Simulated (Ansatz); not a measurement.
Program: Ansatz. Geometries: PBE0-D4/def2-TZVP. ΔE: electronic, gas phase. CBS: MP2 limit from def2 TZ/QZ plus the TZ coupled-cluster correction, frozen cores. Functionals use def2-TZVPP. For Ge outer-core shells are correlated without core-valence functions, which leaves a few kJ/mol of doubt a bond. Scalar relativity is left out up to krypton. Each species was taken in one conformer, which may not be the lowest.

Reaction (cleavage of the Si–Si bond): `C[SiH](F)[SiH](F)F` + `[NH2][GeH3]` → `F[SiH](F)[NH][GeH3]` + `C[SiH2]F`

Question: Is it downhill or uphill in electronic energy at CCSD(T)/CBS, and by how much? (Estimate.)

Answer: Ansatz gave: Downhill: ΔE = -28.1 kcal/mol.

Question: What do these levels give: r2SCAN-D4, PBE0-D4, ωB97M-V, B2PLYP, r2SCAN, PBE0, SCS-MP2/def2-TZVPP, CCSD/def2-TZVPP, CCSD(T)/def2-TZVPP, HF/def2-QZVPP, MP2/def2-QZVPP, HF/CBS(def2)? (Estimate.)

Answer: The calculation gave: r2SCAN-D4 -26.4, PBE0-D4 -24.3, ωB97M-V -28.4, B2PLYP -27.9, r2SCAN -26.4, PBE0 -24.2, SCS-MP2/def2-TZVPP -30.1, CCSD/def2-TZVPP -29.0, CCSD(T)/def2-TZVPP -28.5, HF/def2-QZVPP -31.9, MP2/def2-QZVPP -30.1, HF/CBS(def2) -31.9 kcal/mol.

Largest T1 diagnostic among the species: 0.012.

From PBE to PBE0 (25 % exact exchange), in def2-TZVPP and without D4, ΔE moves by −2.6 kcal/mol. In def2-TZVPP, CCSD(T) changes the Hartree–Fock value by +3.0 kcal/mol (the triples alone add +0.5 kcal/mol) and MP2 by +1.3 kcal/mol.
